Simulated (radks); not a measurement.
Radial electron density D(r) = 4 pi r^2 rho(r) of an atom or ion with 59 electrons. All-electron calculation, scalar-relativistic Kohn-Sham, r2SCAN, spin-polarised, spherical densities, finite nucleus; meta-GGA in the generalised Kohn-Sham scheme; Fermi nuclear charge, rms radius of each element as measured or else 0.836 A^(1/3) + 0.57 fm. Program: a radial shooting solver on a logarithmic mesh with Libxc functionals.

| r (bohr) | D(r) (e/bohr) | spin D(r) |
|---|---|---|
| 0.001136 | 3.922 | 0.000217 |
| 0.001539 | 6.455 | 0.000355 |
| 0.002103 | 10.57 | 0.000577 |
| 0.00285 | 16.69 | 0.000901 |
| 0.003862 | 25.51 | 0.00135 |
| 0.005234 | 37.36 | 0.00192 |
| 0.007094 | 51.64 | 0.00252 |
| 0.009691 | 66.45 | 0.00293 |
| 0.01313 | 76.84 | 0.00278 |
| 0.0178 | 79.06 | 0.00180 |
| 0.02412 | 73.64 | 0.000392 |
| 0.03269 | 69.84 | 0.0000605 |
| 0.04431 | 79.71 | 0.00216 |
| 0.06053 | 99.51 | 0.00359 |
| 0.08204 | 102.4 | -0.00314 |
| 0.1112 | 83.47 | -0.00685 |
| 0.1507 | 79.17 | 0.0570 |
| 0.2042 | 91.11 | 0.311 |
| 0.279 | 67.29 | 0.951 |
| 0.3781 | 35.80 | 2.09 |
| 0.5124 | 39.57 | 3.36 |
| 0.6945 | 35.02 | 3.74 |
| 0.9412 | 17.25 | 3.15 |
| 1.286 | 9.995 | 1.99 |
| 1.743 | 6.427 | 0.818 |
| 2.362 | 2.467 | 0.345 |
| 3.201 | 0.7347 | 0.382 |
| 4.338 | 0.3209 | 0.298 |
| 5.926 | 0.09040 | 0.0901 |
| 8.032 | 0.008933 | 0.00893 |
| 10.89 | 0.0002232 | 0.000223 |

What is the nuclear charge?

Answer. Z = 60. The innermost maximum, from 1s, lies near gamma/Z bohr with gamma = sqrt(1 - (Z/c)^2) = 0.899, here 0.015 bohr (found: 0.0164), and its height grows with Z. The density is that of the neodymium ion Nd+ in [Xe] 4f4 6s1; the configuration itself is not fixed sharply by these data, and Z only to a few units. D(r) has 4 maxima, at r = 0.0164, 0.0728, 0.204, 0.569 bohr, and minima at 0.0317, 0.135, 0.410 bohr, inside which lie 1.96, 11.15, 29.04 electrons.
